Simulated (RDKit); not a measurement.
Input file for RDKit: UFF on HF (SMILES F).

```python
from rdkit import Chem
from rdkit.Chem import AllChem, rdDetermineBonds

blocks = [
'''2

F    -0.00000000   -0.00000000   -0.46237615
H     0.00000000    0.00000000    0.46237615
''',
]
mol = None
for b in blocks:
    f = Chem.MolFromXYZBlock(b)
    rdDetermineBonds.DetermineBonds(f, charge=0)
    mol = f if mol is None else Chem.CombineMols(mol, f)
Chem.SanitizeMol(mol)
print(Chem.MolToSmiles(Chem.RemoveHs(mol)))
ff = AllChem.UFFGetMoleculeForceField(mol, vdwThresh=100.0, ignoreInterfragInteractions=False)
e = ff.CalcEnergy()
print(f'UFF energy {e:.6f} kcal/mol')
```

The log:

```
F
UFF energy 1.582173 kcal/mol
```

The run finished.

Cost: very roughly 0.05 core-seconds.
